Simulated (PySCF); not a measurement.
**Correlation energy of Tl (thallium, neutral)**

[Xe] 4f14 5d10 6s2 7s1, 2S determinant (an excited configuration). All numbers are calculated (PySCF 2.14, the spin-free X2C one-electron Hamiltonian (Gaussian nucleus), in aug-cc-pwCVTZ-DK3). Frozen: [Xe] 4f14 5d10; 3 electrons correlated.

MP2 pair energies summed by pair of shells (mhartree):

```json
{"pair": "6s-6s", "energy": "-20.66", "share (%)": "81.4"}
{"pair": "6s-7s", "energy": "-4.71", "share (%)": "18.6"}
```

Total MP2 correlation energy: -25.36 mhartree.

Same-spin part -1.85 and opposite-spin part -23.52 mhartree; SCS-MP2 scales them by 1/3 and 6/5 to -28.83 mhartree.
